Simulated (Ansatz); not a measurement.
Reaction (isomerisation): `CBO[SiH2]C` → `BOC[SiH2]C`

Calculated with Ansatz (gas phase, PBE0-D4/def2-TZVP geometries, no zero-point term in ΔE). CCSD(T)/CBS is the MP2 limit (def2-TZVPP, def2-QZVPP) plus CCSD(T) − MP2 in def2-TZVPP, frozen cores. DFT in def2-TZVPP. B3LYP here is the variant with VWN-RPA as its local correlation; programs differ in this. Each species was taken in one conformer, which may not be the lowest.

```csv
level,ΔE (kJ/mol),difference from CCSD(T)/CBS
BLYP-D4,194.2,-13.7
B3LYP-D4,202.1,-5.8
r2SCANh-D4,210.0,2.1
BHLYP-D4,211.6,3.7
CAM-B3LYP-D4,205.8,-2.1
revPBE,193.0,-14.9
BLYP,197.8,-10.1
r2SCAN0,213.0,5.1
BHLYP,213.6,5.7
HF/def2-SVP,205.2,-2.7
CCSD(T)/def2-SVP,189.4,-18.5
CCSD/def2-TZVPP,207.9,0.0
SCS-MP2/def2-QZVPP,210.9,3.0
HF/CBS(def2),220.4,12.5
MP2/CBS(def2),215.4,7.5
CCSD/CBS(def2),211.0,3.1
CCSD(T)/CBS,207.9,0
```

Largest T1 diagnostic among the species: 0.013.

Leaving LDA and LC-ωPBE aside and taking each functional with its dispersion term where it has one, the values, not all of them listed here, spread over 27.4 kJ/mol, from revPBE-D4 to B97M-V. From BLYP to BHLYP (50 % exact exchange), in def2-TZVPP and without D4, ΔE moves by +15.8 kJ/mol.

CCSD(T)/CBS has its own doubt, a few kJ/mol and more with outer-core shells, so smaller differences from it don't rank the levels.
